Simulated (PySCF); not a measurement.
O₂Ti, charge +1, doublet, geometry from GFN2-xTB (such geometries of metal compounds can be far from the true shape) (the multiplicity is a formal guess); B3LYP/6-31G** in PySCF.

PySCF was given this input:
```python
from pyscf import gto, scf, dft

mol = gto.M(
    atom='''
Ti    0.301376    0.057665    0.361041
O     0.504710    0.081928   -1.289394
O    -1.333495   -0.240506    0.296531
''',
    basis='6-31g**',
    charge=1,
    spin=1,
    verbose=4,
)

mf = dft.UKS(mol)
mf.xc = 'b3lyp'
mf.kernel()
```

Predict the main parts of the log of this PySCF run.


```
PySCF version 2.14.0

[INPUT] verbose = 4
[INPUT] num. atoms = 3
[INPUT] num. electrons = 37
[INPUT] charge = 1
[INPUT] spin (= nelec alpha-beta = 2S) = 1
[INPUT] symmetry False subgroup None
[INPUT] Mole.unit = angstrom
[INPUT] Symbol           X                Y                Z      unit          X                Y                Z       unit  Magmom
[INPUT]  1 Ti     0.301376000000   0.057665000000   0.361041000000 AA    0.569518100517   0.108971056973   0.682268609739 Bohr   0.0
[INPUT]  2 O      0.504710000000   0.081928000000  -1.289394000000 AA    0.953763672329   0.154821481933  -2.436601526657 Bohr   0.0
[INPUT]  3 O     -1.333495000000  -0.240506000000   0.296531000000 AA   -2.519940338477  -0.454490471315   0.560362377443 Bohr   0.0

nuclear repulsion = 125.831004949608
number of shells = 24
number of NR pGTOs = 151
number of NR cGTOs = 62
basis = 6-31g**
ecp = {}

******** <class 'pyscf.dft.uks.UKS'> ********
method = UKS
initial guess = minao
damping factor = 0
level_shift factor = 0
DIIS = <class 'pyscf.scf.diis.CDIIS'>
diis_start_cycle = 1
diis_space = 8
diis_damp = 0
SCF conv_tol = 1e-09
SCF conv_tol_grad = None
SCF max_cycles = 50
direct_scf = True
direct_scf_tol = 1e-13
number electrons alpha = 19  beta = 18
XC library pyscf.dft.libxc version 7.1.2
    S. Lehtola, C. Steigemann, M. J. T. Oliveira, and M. A. L. Marques,  SoftwareX 7, 1–5 (2018)
XC functionals = b3lyp
    P. J. Stephens, F. J. Devlin, C. F. Chabalowski, and M. J. Frisch,  J. Phys. Chem. 98, 11623 (1994)
radial grids:
    Treutler-Ahlrichs [JCP 102, 346 (1995); DOI:10.1063/1.469408] (M4) radial grids

becke partition: Becke, JCP 88, 2547 (1988); DOI:10.1063/1.454033
pruning grids: <function nwchem_prune>
grids dens level: 3
symmetrized grids: False
atomic radii adjust function: <function treutler_atomic_radii_adjust>
small_rho_cutoff = 0
Set gradient conv threshold to 3.16228e-05
tot grids = 49072
init E= -999.688524838368

cycle= 1 E= -999.047123595881  delta_E= 0.641  |g|= 0.965  |ddm|= 1.61
cycle= 2 E= -979.372156292539  delta_E= 19.7  |g|= 6.05  |ddm|= 3.36
cycle= 3 E= -998.469143512018  delta_E= -19.1  |g|= 1.84  |ddm|= 2.65
cycle= 4 E= -998.480368642556  delta_E= -0.0112  |g|= 1.85  |ddm|= 0.123
cycle= 5 E= -998.790566605278  delta_E= -0.31  |g|= 1.54  |ddm|= 0.133
cycle= 6 E= -999.515577324993  delta_E= -0.725  |g|= 0.29  |ddm|= 0.501
cycle= 7 E= -999.548603422035  delta_E= -0.033  |g|= 0.0381  |ddm|= 0.14
cycle= 8 E= -999.549482244065  delta_E= -0.000879  |g|= 0.0309  |ddm|= 0.046
cycle= 9 E= -999.549917760877  delta_E= -0.000436  |g|= 0.0205  |ddm|= 0.0304
cycle= 10 E= -999.550256358173  delta_E= -0.000339  |g|= 0.0173  |ddm|= 0.0321
cycle= 11 E= -999.550482927588  delta_E= -0.000227  |g|= 0.00287  |ddm|= 0.0276
cycle= 12 E= -999.550495454792  delta_E= -1.25e-05  |g|= 0.000824  |ddm|= 0.00847
cycle= 13 E= -999.550496046389  delta_E= -5.92e-07  |g|= 0.000429  |ddm|= 0.00151
cycle= 14 E= -999.550496152376  delta_E= -1.06e-07  |g|= 2.85e-05  |ddm|= 0.000441
cycle= 15 E= -999.550496154426  delta_E= -2.05e-09  |g|= 1.57e-05  |ddm|= 9.28e-05
cycle= 16 E= -999.550496154773  delta_E= -3.46e-10  |g|= 4.68e-06  |ddm|= 3.27e-05
Extra cycle  E= -999.550496154797  delta_E= -2.41e-11  |g|= 1.02e-05  |ddm|= 1.39e-05
converged SCF energy = -999.550496154797  <S^2> = 0.81654446  2S+1 = 2.0654728
```
